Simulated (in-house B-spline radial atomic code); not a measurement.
## How G0W0 and RPA depend on the start: Nb VI (Nb5+)

Configuration [Ar] 3d10 4s2 4p6. Computed with a B-spline radial code for spherical atoms: all electrons, non-relativistic, point nucleus, each spin shell either full or empty, empty states to l = 9 with an (l + 1/2)⁻⁴ tail; G0W0 by contour deformation at full frequency.

Without relativity these are model numbers: it shifts the levels of so heavy an element strongly and can reorder them.

| start | mean-field 4p (eV) | G0W0 (eV) | QP weight | RPA correlation (Eh) |
| --- | --- | --- | --- | --- |
| Hartree-Fock | -101.95 | -102.79 | 0.971 | -2.5019 |
| LDA VWN5 | -93.72 | -102.41 | 0.951 | -2.7194 |
| PBE | -93.59 | -102.40 | 0.951 | -2.7158 |
| PBE0 | -96.04 | -102.51 | 0.958 | -2.6562 |
| r2SCAN | -94.37 | -102.47 | 0.955 | -2.6782 |
| HSE06 | -95.58 | -102.51 | 0.957 | -2.6609 |
| B3LYP (VWN-RPA) | -95.52 | -102.50 | 0.957 | -2.6689 |
| SCAN | -94.43 | -102.44 | 0.955 | -2.6765 |
| TPSS | -93.87 | -102.44 | 0.952 | -2.7039 |
| BHandHLYP | -98.24 | -102.63 | 0.963 | -2.6019 |
| CAM-B3LYP | -97.47 | -102.59 | 0.961 | -2.6448 |
| LC-wPBE | -98.91 | -102.62 | 0.964 | -2.646 |
| wB97X | -98.53 | -102.54 | 0.964 | -2.6337 |
| PBEsol | -93.57 | -102.40 | 0.951 | -2.7171 |
| BLYP | -93.37 | ? | ? | ? |
| r2SCAN0 | -96.55 | -102.55 | 0.960 | -2.6313 |
| LDA exchange-only | -91.93 | ? | ? | ? |

(1) What G0W0 level, weight and RPA correlation energy follow from the LDA exchange-only start?

(2) What G0W0 level, weight and RPA correlation energy follow from the BLYP start?

(3) How much of the dependence on the start does G0W0 remove?

Answers

(1) G0W0 level -102.48 eV, weight 0.949, RPA correlation -2.7187 hartree.

(2) G0W0 level -102.41 eV, weight 0.950, RPA correlation -2.7169 hartree.

(3) The mean-field levels span 10 eV and the G0W0 levels 0.398 eV. Against 102.069 ± 0.006 eV (NIST, semi-empirical) the G0W0 removal energies are off by +0.33 to +0.73 eV, with relativity, Breit and QED terms left out.
